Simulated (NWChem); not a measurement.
# C2H8Si; SMILES C[SiH2]C

```xyz
11

Si     0.0000     0.0000    -0.5471
C     -1.5561     0.0000     0.5111
C      1.5561     0.0000     0.5111
H      0.0000     1.2075    -1.4357
H      0.0000    -1.2075    -1.4357
H     -1.5926    -0.8908     1.1578
H     -2.4607     0.0000    -0.1164
H     -1.5926     0.8908     1.1578
H      2.4607     0.0000    -0.1164
H      1.5926    -0.8908     1.1578
H      1.5926     0.8908     1.1578
```
Atoms are numbered in this order, from 1.

Structure relaxed at the PBE0/def2-SVP level.

Symmetry labels are those of C2v in the frame above (b1 and b2, or b-type labels, depend on it).

### Question
List the 4 lowest vertical singlet excitations from PBE0/def2-SVPD, TDA (NWChem).

### Answer
```
state  energy (eV)  oscillator strength  symmetry  leading excitation (squared amplitude)
-----  -----------  -------------------  --------  --------------------------------------
S1            8.21                0.059        b1                      HOMO → LUMO (0.98)
S2            8.35                0.034        b2                    HOMO−2 → LUMO (0.97)
S3            8.39                0.009        a1                    HOMO−1 → LUMO (0.99)
S4            8.60                0.000        a2                  HOMO−2 → LUMO+1 (0.96)
```
